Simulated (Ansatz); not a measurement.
`CSBO[SiH3]` + H₂ → `BSC` + `O[SiH3]` at 500 K and 1 bar (hydrogenolysis of a B–O bond).

Computed with Ansatz on PBE0-D4/def2-TZVP structures; ΔE is electronic, products minus reactants. CBS: MP2 limit from def2 TZ/QZ plus the TZ coupled-cluster correction, frozen cores. This one scheme is used for every species. One conformer a species, not always the lowest.

```json
{"species": "`CSBO[SiH3]`", "CCSD(T)/CBS energy (Eh)": "-829.19213", "H − E (kJ/mol)": "268.0", "S (J/(mol·K))": "453.7"}
{"species": "H₂", "CCSD(T)/CBS energy (Eh)": "-1.17544", "H − E (kJ/mol)": "41.0", "S (J/(mol·K))": "145.5"}
{"species": "`BSC`", "CCSD(T)/CBS energy (Eh)": "-463.64092", "H − E (kJ/mol)": "189.0", "S (J/(mol·K))": "330.9"}
{"species": "`O[SiH3]`", "CCSD(T)/CBS energy (Eh)": "-366.69042", "H − E (kJ/mol)": "127.5", "S (J/(mol·K))": "292.9"}
```

H − E and S are ideal-gas, rigid-rotor, harmonic terms from PBE0-D4/def2-TZVP, for one conformer and one mirror image of each species. The MP2-based limit puts H₂ 0.8 mEh under its directly extrapolated value; such offsets cancel only in part. 1 Eh = 2625.50 kJ/mol, R = 8.31446 J/(mol·K).

Q: By hand: ΔE, ΔH, ΔS and ΔG.

A: ΔE = (-463.64092) + (-366.69042) − (-829.19213) − (-1.17544) = 0.03623 Eh = 95.1 kJ/mol. Δ(H − E) = 189.0 + 127.5 − 268.0 − 41.0 = 7.5, so ΔH = 102.6 kJ/mol. ΔS = 330.9 + 292.9 − 453.7 − 145.5 = 24.6 J/(mol·K). ΔG = 102.6 − 500 × (24.6)/1000 = 90.3 kJ/mol.

Q: By hand: the equilibrium constant, and the temperature at which ΔG would vanish if ΔH and ΔS stayed fixed.

A: log₁₀ K = −ΔG/(RT ln 10) = -9.4. ΔG = 0 at ΔH/ΔS = 4171 K, far beyond where these terms or the molecules hold.

ΔH outweighs TΔS. A doubt of 5 kJ/mol in ΔE shifts log₁₀ K by 0.5 here. Other conformers and mirror images would add mixing entropy, several J/(mol·K) or more a flexible species. Modes under 60 cm⁻¹, often nearly free rotors, make the harmonic entropy too high. These are equilibria of isolated gas molecules and say nothing of rates. Largest T1 diagnostic: 0.014 (customary marks: 0.02 for closed shells, 0.045 for open ones).
